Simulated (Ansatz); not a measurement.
A nudged elastic band was laid between two geometries of AlFH6OSi (10 atoms, charge 0, multiplicity 1).

Level of theory: RHF/def2-SVP in Ansatz 0.2.0.

| Property | Result |
| --- | --- |
| movable images | 5 |
| climbing image | yes |
| spring | 5.0 eV/Å² |
| optimiser | quadratic models (default) |
| start path | through a guess of the saddle point |
| force threshold | 0.05 eV/Å |
| iteration limit | 60 |
| end points | relaxed |

Image 0:

```xyz
10
Properties=species:S:1:pos:R:3
Al -0.046 0.067 0.105
O -0.653 0.129 1.737
Si -1.370 -0.519 3.058
H -2.429 -1.478 2.665
H -0.382 -1.232 3.901
H -1.981 0.561 3.868
H 1.393 -0.537 -0.098
H -1.110 0.156 -1.051
F 0.339 2.057 0.543
H -0.015 1.955 1.389
```

Image 6:

```xyz
10
Properties=species:S:1:pos:R:3
Al -0.008 0.365 -0.047
O -0.538 0.550 1.866
Si -1.310 -0.429 3.031
H -1.779 -1.602 2.285
H -0.323 -0.780 4.067
H -2.416 0.350 3.613
H 0.952 -0.894 -0.037
H -1.388 0.325 -0.824
F 0.743 1.872 0.049
H -0.188 1.402 2.115
```

Which bonds break or form, and what moves?

Bonds broken: F9–H10. Bonds formed: O2–H10.

What energy profile does the band end with?

It converged. The highest image is number 2 of 0 to 6, 0.169 eV above the first end and 0.931 eV above the last; the last end lies 0.762 eV below the first. A vibrational analysis at the climbing image gives one clearly imaginary mode, 1101i cm⁻¹: a first-order saddle point. The orbitals stay closed-shell, which can raise the energy where a bond breaks towards radicals; this wasn't checked here.

| image | path coordinate (Å) | energy (eV) | F9–H10 (Å) | O2–H10 (Å) |
| --- | --- | --- | --- | --- |
| 0 | 0.00 | 0.000 | 0.92 | 1.96 |
| 1 | 0.96 | 0.000 | 0.92 | 1.96 |
| 2 | 1.92 | 0.169 | 1.08 | 1.27 |
| 3 | 2.38 | -0.540 | 1.64 | 0.98 |
| 4 | 2.84 | -0.736 | 2.09 | 0.96 |
| 5 | 3.30 | -0.761 | 2.29 | 0.95 |
| 6 | 3.76 | -0.762 | 2.31 | 0.95 |

What is the geometry of the highest image?


```xyz
10
Properties=species:S:1:pos:R:3
Al -0.092 0.317 -0.006
O -0.585 0.254 1.765
Si -1.363 -0.494 3.027
H -1.755 -1.853 2.600
H -0.448 -0.572 4.185
H -2.565 0.278 3.404
H 1.057 -0.684 -0.386
H -1.247 0.754 -0.977
F 0.637 1.842 0.860
H 0.107 1.316 1.644
```

What are the harmonic wavenumbers there?

1101i, 44, 89, 144, 427, 439, 532, 585, 649, 791, 801, 836, 846, 1038, 1048, 1088, 1106, 1197, 2040, 2052, 2076, 2353, 2354, 2372 cm⁻¹.

Run time: 2.9 min on 1 thread of Arm Neoverse V2, with other jobs on the host, peak memory 0.17 GiB.
